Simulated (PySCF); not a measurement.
# Electron correlation in Ga²⁺ (gallium, charge +2)

[Ar] 3d10 4p1, 2P determinant (an excited configuration). Computed with PySCF 2.14 in x2c-QZVPPall (11s7p5d4f1g, 94 functions), with the spin-free X2C one-electron Hamiltonian (Gaussian nucleus). Frozen: [Ne]; 19 electrons correlated.

MP2 pair energies summed by pair of shells (mhartree):

```
 pair   energy  share (%)
3d-3d  -398.55       54.0
3p-3d  -186.04       25.2
3s-3d   -54.44        7.4
3p-3p   -49.10        6.7
3s-3p   -21.61        2.9
3d-4p   -21.03        2.9
3s-3s    -3.93        0.5
3p-4p    -2.27        0.3
3s-4p    -0.41        0.1
```

Total MP2 correlation energy: -737.38 mhartree.

Same-spin part -252.20 and opposite-spin part -485.18 mhartree; SCS-MP2 scales them by 1/3 and 6/5 to -666.28 mhartree.

This basis was not built for core-valence correlation, so the inner-shell part is incomplete.
